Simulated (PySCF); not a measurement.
## Calculated data, BClH4Si

Calculation on a computer-drawn molecule: optimised geometry and harmonic frequencies of an isolated molecule of the commonest isotopes, restricted reference for singlets and unrestricted otherwise, frozen core in MP2. Program: PySCF 2.14.0.

```json
{"formula": "BClH4Si", "start_structure": {"atoms_angstrom": [["Si", -2.0853, 0.06, -0.442], ["B", -3.0576, 1.4204, -1.5745], ["Cl", -3.4407, 1.1321, -3.2143], ["H", -2.844, -0.4043, 0.6302], ["H", -0.8578, 0.6315, 0.0366], ["H", -1.6816, -1.178, -1.2321], ["H", -3.4605, 2.442, -1.0901]]}, "given": {"charge": 0, "multiplicity": 1, "method": "HF", "basis": "cc-pV(D+d)Z", "drawn_bonds_atom": [1, 2, 1, 1, 1, 2], "drawn_bonds_other_atom": [2, 3, 4, 5, 6, 7], "drawn_bonds_order": [1, 1, 1, 1, 1, 1]}, "results": {"optimised_atom_element": ["Si", "B", "Cl", "H", "H", "H", "H"], "optimised_atom_x [angstrom]": [-2.05, -3.077, -3.453, -2.887, -0.8123, -1.688, -3.462], "optimised_atom_y [angstrom]": [0.02289, 1.407, 1.149, -0.3957, 0.6504, -1.171, 2.44], "optimised_atom_z [angstrom]": [-0.4632, -1.558, -3.262, 0.6892, 0.06581, -1.261, -1.096], "modes_frequency [cm^-1]": [28.77, 198.9, 490.2, 510.4, 708.6, 816.2, 874.7, 987.9, 1019, 1027, 1140, 2293, 2298, 2319, 2745], "modes_reduced_mass [dalton]": [1.22, 4.587, 1.061, 2.095, 1.944, 1.554, 3.295, 1.113, 1.038, 1.035, 1.399, 1.05, 1.033, 1.037, 1.093], "rotational_constants [GHz]": [28.79, 2.645, 2.492], "total_energy [hartree]": -775.4705, "convergence_status_largest_gradient_component [hartree/bohr]": 1.35e-05}}
```
